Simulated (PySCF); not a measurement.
Run record: B9H14N9

The script drives PySCF SCF with an in-house response code with single-precision fitted integrals, so total energies wander by about 1e-6 Eh between cycles (the fitting error itself is about 1e-3 Eh and cancels in differences); atoms count from 0. Kgrid is the grid level of the response kernel; vcut the energy (Eh) above which virtual orbitals leave the response; delta the states run by ΔSCF (the anion only where the lumo is low enough to bind); pop asks for populations, which are stored and not printed; grid is the SCF grid level (2 if not given).

The basis has no diffuse functions, so the polarisability comes out too low.

Job and coordinates (Å):

```
{"job": {"kind": "uv", "basis": "def2-SVP", "grid": 1, "kgrid": 0, "vcut": 1.5, "nstates": 6, "ntriplets": 2, "tda": true, "delta": [], "pop": true, "xc": "PBE0"}, "charge": 0, "multiplicity": 1}
B      2.716964     0.570224     0.788614
N      1.893150     1.676737     0.414531
B      1.479626     1.934970    -0.943976
N      0.129131     2.228675    -1.202435
B      1.034496     2.162167     1.474011
N     -0.322358     2.379154     1.169556
B     -0.845554     2.134173    -0.143006
N     -2.157445     1.621841    -0.393424
B     -2.595563     0.569766     0.501898
N     -2.416057    -0.783314     0.089615
B     -2.145299    -1.158238    -1.278881
N     -1.039023    -1.981923    -1.550259
B     -1.864073    -1.629815     1.128227
N     -0.717630    -2.383013     0.813936
B     -0.123884    -2.328709    -0.489733
N      1.283489    -2.385129    -0.728479
B      2.164776    -1.760219     0.233467
N      2.784153    -0.540191    -0.124642
H      3.146622     0.460737     1.871046
H      2.248311     1.882914    -1.836049
H     -0.185566     2.320144    -2.156474
H      1.434316     2.294687     2.567746
H     -0.975663     2.543806     1.918065
H     -2.300468     1.393179    -1.369104
H     -2.887406     0.830910     1.607012
H     -2.816162    -0.764659    -2.162885
H     -0.789814    -2.180203    -2.507448
H     -2.305885    -1.625507     2.213135
H     -0.203906    -2.831372     1.554913
H      1.524429    -2.204877    -1.695148
H      2.236405    -2.167619     1.327403
H      2.606757    -0.260036    -1.082423
```

Command:

```bash
OMP_NUM_THREADS=1 python large_run.py task.json out
```

Q: What does the program print?

A: 
```
start: PBE on a coarse grid of 26323 points
cycle   1  E = -723.6584624571  dE =  2.439e+00  |g| = 1.131e+00  |ddm| = 6.660e+00
cycle   2  E = -723.0314438467  dE =  6.270e-01  |g| = 1.997e+00  |ddm| = 3.483e+00
cycle   3  E = -723.9556711996  dE = -9.242e-01  |g| = 1.854e-01  |ddm| = 2.389e+00
cycle   4  E = -723.9642824062  dE = -8.611e-03  |g| = 7.103e-02  |ddm| = 2.658e-01
cycle   5  E = -723.9652481808  dE = -9.658e-04  |g| = 3.164e-02  |ddm| = 8.996e-02
cycle   6  E = -723.9654666259  dE = -2.184e-04  |g| = 1.010e-02  |ddm| = 3.777e-02
cycle   7  E = -723.9654932423  dE = -2.662e-05  |g| = 2.238e-03  |ddm| = 1.272e-02
final grid: 115180 points
cycle   8  E = -724.1591336173  dE = -1.172e-02  |g| = 3.103e-02  |ddm| = 4.660e-01
cycle   9  E = -724.1592660587  dE = -1.324e-04  |g| = 2.320e-02  |ddm| = 7.157e-02
cycle  10  E = -724.1594060274  dE = -1.400e-04  |g| = 7.352e-03  |ddm| = 3.353e-02
cycle  11  E = -724.1594172243  dE = -1.120e-05  |g| = 2.505e-03  |ddm| = 7.872e-03
cycle  12  E = -724.1594182712  dE = -1.047e-06  |g| = 6.600e-04  |ddm| = 2.751e-03
cycle  13  E = -724.1594182816  dE = -1.043e-08  |g| = 2.297e-04  |ddm| = 8.430e-04
cycle  14  E = -724.1594179751  dE =  3.065e-07  |g| = 4.698e-05  |ddm| = 2.496e-04
converged SCF energy = -724.1594179751

Static polarisability (au): isotropic 151.616, principal 140.063 147.470 167.315

Singlet excitations
state   eV       nm        f      main configurations
  1   5.4905    225.8   0.01849   H->L 0.82
  2   5.8282    212.7   0.07068   H-1->L 0.38, H->L+1 0.33, H-1->L+1 0.21
  3   5.9042    210.0   0.02646   H-1->L 0.46, H-1->L+1 0.19, H->L+1 0.13
  4   6.1328    202.2   0.02970   H->L+1 0.45, H-1->L+1 0.44
  5   6.3747    194.5   0.01138   H->L+2 0.44, H-1->L+3 0.17, H-1->L+2 0.10
  6   6.4759    191.5   0.09884   H-1->L+2 0.51, H->L+2 0.25

Triplet excitations (Tamm-Dancoff, eV): 5.1695 5.3331
```

Q: Roughly how long does this take on 1 thread of Arm Neoverse N1 (shared host), and how large is the basis?

A: About 73 s of wall time, peak memory 0.63 GiB; 322 basis functions and 1036 fitting functions.
